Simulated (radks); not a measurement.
The numbers below are computed, except where a source is named.
Question: The mean radii <r> (bohr) of the occupied orbitals of an atom or ion are listed with their occupations. Level of theory: Dirac Kohn-Sham, BLYP, spin-unpolarised, spherical densities, finite nucleus; Fermi nuclear charge, rms radius of each element as measured or else 0.836 A^(1/3) + 0.57 fm (a radial shooting solver on a logarithmic mesh with Libxc functionals).

orbital  occ.     <r>
1s1/2       1  0.7844

Name the element and its charge. Open shells, if any, are shared by 2j + 1.

Answer: Z = 2, helium, charge +1: He+ in 1s1. The 1s radius gives Z: for a bare nucleus <r> = (2 gamma + 1)/(2Z) with gamma = sqrt(1 - (Z/c)^2), 0.7499 bohr for Z = 2, and the self-interaction of the functional makes it slightly larger (0.7844 here). The occupations add up to 1, and the charge is Z minus that.
